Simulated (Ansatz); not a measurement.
Ansatz (a quantum-chemistry and plane-wave program) job for C₄F₅, SMILES F[C]1C(F)=C(F)C1(F)F (connectivity only; charge and spin as stated), charge +1, multiplicity 1, B3LYP-D3(BJ)/def2-SVP. 

Ansatz 0.2 input:
```yaml
crystal:
  periodic: [false, false, false]
  atoms:
    - {symbol: F, position_ang: [0.25912518, -0.01341962, 2.28008388]}
    - {symbol: C, position_ang: [0.22114647, -0.00104603, 1.01923589]}
    - {symbol: C, position_ang: [1.19116064, 0.00395645, -0.00000000]}
    - {symbol: F, position_ang: [2.47056110, 0.00779102, -0.00000002]}
    - {symbol: C, position_ang: [0.22114646, -0.00104602, -1.01923589]}
    - {symbol: F, position_ang: [0.25912515, -0.01341962, -2.28008388]}
    - {symbol: C, position_ang: [-0.95775421, 0.00284639, 0.00000001]}
    - {symbol: F, position_ang: [-1.71311904, 1.08513739, 0.00000001]}
    - {symbol: F, position_ang: [-1.72615863, -1.06922969, 0.00000001]}
basis:
  gaussian:
    orbitals: def2-SVP
hamiltonian:
  xc: b3lyp
  dispersion: d3bj
total_charge: 1
relax: {f_tol: 0.002, max_steps: 200}
```

Output:

```
WARN ansatz: RAYON_NUM_THREADS=2 ignored (pool sized by the plan → 2); use --threads N
Functional definition: B3LYP
integrals: 0.09 GiB planned
1369 factors; integrals over basis functions are off by at most 2.6e-4 eV
mean field: 0.83 GiB planned
mean field evaluation 1: about -17701.6360 eV, gradient 5.7e1 eV
mean field evaluation 2: about -17698.2667 eV, gradient 7.6e1 eV
mean field evaluation 4: about -17706.2619 eV, gradient 2.7e0 eV
mean field evaluation 8: about -17706.3309 eV, gradient 5.3e-2 eV
mean field evaluation 16: about -17706.3309 eV, gradient 5.6e-5 eV
mean field -17706.33093084 eV, -650.6956599263 hartree, gradient 5.6e-5 eV, S^2 0.000000; 0 other end points of the search recorded, 0 dependent functions left out
the calculation of the forces begins
reference -17706.33108153 eV, -650.6956654638 hartree; 34, 34 occupied and 92, 92 virtual orbitals, 1369 factors
relax step   1: F+E_penalty+E_count = -17706.64464835 eV  Δ(F+E_penalty+E_count) = +0.000e0 eV  max|allowed force component| = 5.525e-1 eV/Å  Δτ_max = 0.0000 Å  (30 SCF iters, accepted)
these checks for a lower state are left out or cut short: starts, cluster_reference, orbital_swaps, neighbouring_geometries, increment
integrals: 0.09 GiB planned
1369 factors; integrals over basis functions are off by at most 2.6e-4 eV
mean field: 0.82 GiB planned
mean field -17706.35533056 eV, -650.6965565993 hartree, gradient 5.9e-6 eV, S^2 0.000000; 0 other end points of the search recorded, 0 dependent functions left out
the calculation of the forces begins
reference -17706.35548116 eV, -650.6965621340 hartree; 34, 34 occupied and 92, 92 virtual orbitals, 1369 factors
relax step   2: F+E_penalty+E_count = -17706.66675708 eV  Δ(F+E_penalty+E_count) = -2.211e-2 eV  max|allowed force component| = 2.630e-1 eV/Å  Δτ_max = 0.0172 Å  (33 SCF iters, accepted)
these checks for a lower state are left out or cut short: starts, cluster_reference, orbital_swaps, neighbouring_geometries, increment
integrals: 0.09 GiB planned
1369 factors; integrals over basis functions are off by at most 2.6e-4 eV
mean field: 0.82 GiB planned
mean field evaluation 32: about -17706.3601 eV, gradient 2.7e-5 eV
mean field -17706.36005009 eV, -650.6967300389 hartree, gradient 2.7e-5 eV, S^2 0.000000; 0 other end points of the search recorded, 0 dependent functions left out
the calculation of the forces begins
reference -17706.36020063 eV, -650.6967355710 hartree; 34, 34 occupied and 92, 92 virtual orbitals, 1369 factors
relax step   3: F+E_penalty+E_count = -17706.67055029 eV  Δ(F+E_penalty+E_count) = -3.793e-3 eV  max|allowed force component| = 4.969e-2 eV/Å  Δτ_max = 0.0095 Å  (33 SCF iters, accepted)
these checks for a lower state are left out or cut short: starts, cluster_reference, orbital_swaps, neighbouring_geometries, increment
integrals: 0.09 GiB planned
1369 factors; integrals over basis functions are off by at most 2.7e-4 eV
mean field: 0.82 GiB planned
mean field -17706.36020928 eV, -650.6967358891 hartree, gradient 1.9e-5 eV, S^2 0.000000; 0 other end points of the search recorded, 0 dependent functions left out
the calculation of the forces begins
reference -17706.36035985 eV, -650.6967414222 hartree; 34, 34 occupied and 92, 92 virtual orbitals, 1369 factors
relax step   4: F+E_penalty+E_count = -17706.67063151 eV  Δ(F+E_penalty+E_count) = -8.123e-5 eV  max|allowed force component| = 1.794e-2 eV/Å  Δτ_max = 0.0011 Å  (25 SCF iters, accepted)
these checks for a lower state are left out or cut short: starts, cluster_reference, orbital_swaps, neighbouring_geometries, increment
integrals: 0.09 GiB planned
1369 factors; integrals over basis functions are off by at most 2.7e-4 eV
mean field: 0.82 GiB planned
mean field -17706.36024832 eV, -650.6967373236 hartree, gradient 2.7e-5 eV, S^2 0.000000; 0 other end points of the search recorded, 0 dependent functions left out
the calculation of the forces begins
reference -17706.36039889 eV, -650.6967428569 hartree; 34, 34 occupied and 92, 92 virtual orbitals, 1369 factors
relax step   5: F+E_penalty+E_count = -17706.67066654 eV  Δ(F+E_penalty+E_count) = -3.503e-5 eV  max|allowed force component| = 3.143e-3 eV/Å  Δτ_max = 0.0055 Å  (33 SCF iters, accepted)
these checks for a lower state are left out or cut short: starts, cluster_reference, orbital_swaps, neighbouring_geometries, increment
integrals: 0.09 GiB planned
1369 factors; integrals over basis functions are off by at most 2.6e-4 eV
mean field: 0.83 GiB planned
mean field -17706.36025116 eV, -650.6967374281 hartree, gradient 8.4e-6 eV, S^2 0.000000; 0 other end points of the search recorded, 0 dependent functions left out
the calculation of the forces begins
reference -17706.36040173 eV, -650.6967429615 hartree; 34, 34 occupied and 92, 92 virtual orbitals, 1369 factors
relax step   6: F+E_penalty+E_count = -17706.67067222 eV  Δ(F+E_penalty+E_count) = -5.680e-6 eV  max|allowed force component| = 3.961e-4 eV/Å  Δτ_max = 0.0025 Å  (25 SCF iters, accepted)
integrals: 0.09 GiB planned
1369 factors; integrals over basis functions are off by at most 2.6e-4 eV
mean field: 0.83 GiB planned
mean field evaluation 64: about -17706.3601 eV, gradient 2.2e-1 eV
mean field -17706.36025116 eV, -650.6967374281 hartree, gradient 8.4e-6 eV, S^2 0.000000; 1 other end points of the search recorded, 0 dependent functions left out
the calculation of the forces begins
reference -17706.36040173 eV, -650.6967429615 hartree; 34, 34 occupied and 92, 92 virtual orbitals, 1369 factors
Total energy: -17706.67082279 eV, -650.7081507251 hartree
Atom 0 at     0.254342    -0.001334     2.257140 Å, force     0.000064     0.000221     0.000204 eV/Å
Atom 1 at     0.212535    -0.000358     1.000114 Å, force    -0.000192     0.000275    -0.000207 eV/Å
Atom 2 at     1.198280    -0.001118    -0.000000 Å, force     0.000396    -0.000176     0.000000 eV/Å
Atom 3 at     2.475719    -0.002694    -0.000000 Å, force     0.000065    -0.000251    -0.000000 eV/Å
Atom 4 at     0.212535    -0.000358    -1.000114 Å, force    -0.000192     0.000275     0.000207 eV/Å
Atom 5 at     0.254342    -0.001334    -2.257140 Å, force     0.000064     0.000221    -0.000204 eV/Å
Atom 6 at    -0.960694     0.001909     0.000000 Å, force    -0.000219    -0.000328     0.000000 eV/Å
Atom 7 at    -1.708736     1.090431     0.000000 Å, force     0.000060    -0.000380    -0.000000 eV/Å
Atom 8 at    -1.713090    -1.083573     0.000000 Å, force    -0.000047     0.000145    -0.000000 eV/Å
Dipole moment:     0.387160    -0.000773    -0.000000 e Å
```

Self-consistency was reached.
